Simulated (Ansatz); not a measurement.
```yaml
crystal:
  periodic: [true, true, true]
  atoms:
    - {symbol: O, position_ang: [-1.427273, 0.691475, -0.436924]}
    - {symbol: C, position_ang: [-0.145056, 0.636586, 0.133440]}
    - {symbol: As, position_ang: [1.017830, -0.692074, -0.806133]}
    - {symbol: H, position_ang: [-1.890367, -0.124558, -0.231438]}
    - {symbol: H, position_ang: [-0.173723, 0.426449, 1.206355]}
    - {symbol: H, position_ang: [0.309208, 1.617299, -0.012207]}
    - {symbol: H, position_ang: [0.313380, -1.900186, -0.190620]}
    - {symbol: H, position_ang: [2.088102, -0.712191, 0.281826]}
basis:
  gaussian: {orbitals: aug-cc-pVTZ, final_grid: {core_spheres: 20, valence_spheres: 16, degree: 47}}
hamiltonian: {xc: {name: HSE06}}
output: {forces: true}
```

```sh
$ ansatz run in.yaml --threads 2 --pin off --events-out ev --progress --plain --max-ram 4352MiB
```

Output, abridged:

```
Error: YAML parse error: error: line 2 column 3: crystal: missing field `lattice` (a structure is typed as `lattice` and `atoms`, a molecule's as `atoms` in Å alone, or read from a run's directory, `checkpoint`)
 --> <input>:2:3
1 | crystal:
2 |   periodic: [true, true, true]
3 |   atoms:
4 |     - {symbol: O, position_ang: [-1.427273, 0.691475, -0.436924]}
```

In this input the molecule is marked periodic without a cell. The input was rejected before any iteration.
